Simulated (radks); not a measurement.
The numbers below are computed, except where a source is named.
Isoelectronic series with 7 electrons, each ion in its NIST ground configuration. Level of theory: scalar-relativistic Kohn-Sham, PBEsol, spin-polarised, spherical densities, finite nucleus; open shells are filled with parallel spins first; Fermi nuclear charge, rms radius of each element as measured or else 0.836 A^(1/3) + 0.57 fm (a radial shooting solver on a logarithmic mesh with Libxc functionals). Total energies (hartree) and mean radii <r> (bohr):

[
 {"ion": "N", "configuration": "[He] 2s2 2p3", "E (hartree)": "-54.35875", "2p up": "1.433", "2s down": "1.369", "2s up": "1.308", "1s down": "0.2298"},
 {"ion": "O+", "configuration": "[He] 2s2 2p3", "E (hartree)": "-74.30795", "2p up": "1.085", "2s down": "1.115", "2s up": "1.075", "1s down": "0.1994"},
 {"ion": "F2+", "configuration": "[He] 2s2 2p3", "E (hartree)": "-97.53379", "2p up": "0.8810", "2s down": "0.9386", "2s up": "0.9107", "1s down": "0.1761"},
 {"ion": "Ne3+", "configuration": "[He] 2s2 2p3", "E (hartree)": "-124.03391", "2p up": "0.7441", "2s down": "0.8103", "2s up": "0.7898", "1s down": "0.1577"},
 {"ion": "Mg5+", "configuration": "[He] 2s2 2p3", "E (hartree)": "-186.86411", "2p up": "0.5695", "2s down": "0.6363", "2s up": "0.6239", "1s down": "0.1303"},
 {"ion": "Al6+", "configuration": "[He] 2s2 2p3", "E (hartree)": "-223.20159", "2p up": "0.5102", "2s down": "0.5746", "2s up": "0.5646", "1s down": "0.1198"},
 {"ion": "Si7+", "configuration": "[He] 2s2 2p3", "E (hartree)": "-262.82720", "2p up": "0.4621", "2s down": "0.5238", "2s up": "0.5155", "1s down": "0.1109"},
 {"ion": "P8+", "configuration": "[He] 2s2 2p3", "E (hartree)": "-305.74678", "2p up": "0.4224", "2s down": "0.4812", "2s up": "0.4743", "1s down": "0.1032"},
 {"ion": "S9+", "configuration": "[He] 2s2 2p3", "E (hartree)": "-351.96685", "2p up": "0.3890", "2s down": "0.4450", "2s up": "0.4391", "1s down": "0.09652"},
 {"ion": "Cl10+", "configuration": "[He] 2s2 2p3", "E (hartree)": "-401.49450", "2p up": "0.3606", "2s down": "0.4138", "2s up": "0.4087", "1s down": "0.09062"},
 {"ion": "Ar11+", "configuration": "[He] 2s2 2p3", "E (hartree)": "-454.33744", "2p up": "0.3360", "2s down": "0.3867", "2s up": "0.3823", "1s down": "0.08540"},
 {"ion": "K12+", "configuration": "[He] 2s2 2p3", "E (hartree)": "-510.50398", "2p up": "0.3145", "2s down": "0.3629", "2s up": "0.3590", "1s down": "0.08073"},
 {"ion": "Ca13+", "configuration": "[He] 2s2 2p3", "E (hartree)": "-570.00292", "2p up": "0.2956", "2s down": "0.3418", "2s up": "0.3384", "1s down": "0.07654"},
 {"ion": "Sc14+", "configuration": "[He] 2s2 2p3", "E (hartree)": "-632.84367", "2p up": "0.2789", "2s down": "0.3230", "2s up": "0.3199", "1s down": "0.07275"}
]
